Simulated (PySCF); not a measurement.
Choosing a molecule for a target property.

Species are written as SMILES; each is one conformer at its optimised geometry, gas phase, non-relativistic unless stated; the electronic structure was computed with PySCF and density fitting.

The conformers computed, where there is a choice (atom-mapped SMILES and torsion angles):
- `[F:1][CH:2]([F:3])[O:4][CH2:5][C:6]1=[CH:7][CH:8]=[CH:9][CH2:10]1`: F1–C2–O4–C5 -59°, C2–O4–C5–C6 180°, O4–C5–C6–C7 0°
- `[CH3:1][c:2]1[n:3][n:4]([SiH:5]([CH3:6])[CH3:7])[n:8][c:9]1[C:10]#[N:11]`: N3–N4–Si5–C6 143°
- `[CH:1]#[C:2][Si@H:3]([CH:4]=[CH2:5])[CH:6]([SiH3:7])[SiH3:8]`: C2–Si3–C4–C5 -23°, C2–Si3–C6–Si7 52°
- `[CH2:1]=[CH:2][P@@:3]([CH3:4])(=[O:5])[C:6]#[C:7][PH:8][CH2:9][CH3:10]`: C1–C2–P3–C4 -126°, C7–P8–C9–C10 -51°
- `[CH3:1][C:2](=[O:3])[C@@H:4]([CH3:5])[S@+:6]([CH3:7])[CH2:8][F:9]`: C1–C2–C4–C5 56°, C2–C4–S6–C7 178°, C4–S6–C8–F9 46°
- `[CH:1]#[C:2][Si@@H:3]([SiH2:4][CH3:5])[SiH:6]1[CH2:7][CH2:8]1`: C2–Si3–Si4–C5 51°, C2–Si3–Si6–C7 -170°
- `[CH3:1][P:2]([CH3:3])[P:4]1(=[O:5])[CH:6]=[CH:7][CH2:8][CH:9]=[CH:10]1`: C1–P2–P4–O5 49°

Question: Wanted: HOMO–LUMO gap above 6.5 eV (PBE0/pcSseg-1) and dipole moment below 1 D (PBE0/pcSseg-1), at GFN2-xTB geometries. Which candidate meets both?
A. `Cc1nn([SiH](C)C)nc1C#N`
B. `C=C[P@@](C)(=O)C#CPCC`
C. `C#C[Si@H](C=C)C([SiH3])[SiH3]`
D. `FC(F)OCC1=CC=CC1`

Answer: C. Computed values:
```
                      species  HOMO–LUMO gap  dipole moment
             FC(F)OCC1=CC=CC1        5.69 eV         1.29 D
        C=C[P@@](C)(=O)C#CPCC        6.31 eV         3.05 D
       Cc1nn([SiH](C)C)nc1C#N        6.69 eV         5.06 D
C#C[Si@H](C=C)C([SiH3])[SiH3]        7.33 eV         0.55 D
```

Question: Wanted: smallest rotational constant between 0.43 GHz and 0.7 GHz (GFN2-xTB) and HOMO energy above -6.5 eV (PBE0/pcSseg-1), at GFN2-xTB geometries. Which candidate meets both?
A. `CC(=O)[C@@H](C)[S@+](C)CF`
B. `C=C[P@@](C)(=O)C#CPCC`
C. `C#C[Si@@H]([SiH2]C)[SiH]1CC1`
D. `FC(F)OCC1=CC=CC1`
E. `CP(C)P1(=O)C=CCC=C1`
F. `Cc1nn([SiH](C)C)nc1C#N`

Answer: D. Computed values:
```
                     species  smallest rotational constant  HOMO energy
       C=C[P@@](C)(=O)C#CPCC                     0.394 GHz     -7.18 eV
      Cc1nn([SiH](C)C)nc1C#N                     0.462 GHz     -7.87 eV
            FC(F)OCC1=CC=CC1                     0.559 GHz     -6.37 eV
C#C[Si@@H]([SiH2]C)[SiH]1CC1                     0.621 GHz     -6.84 eV
         CP(C)P1(=O)C=CCC=C1                     0.792 GHz     -6.69 eV
   CC(=O)[C@@H](C)[S@+](C)CF                     0.881 GHz    -12.21 eV
```
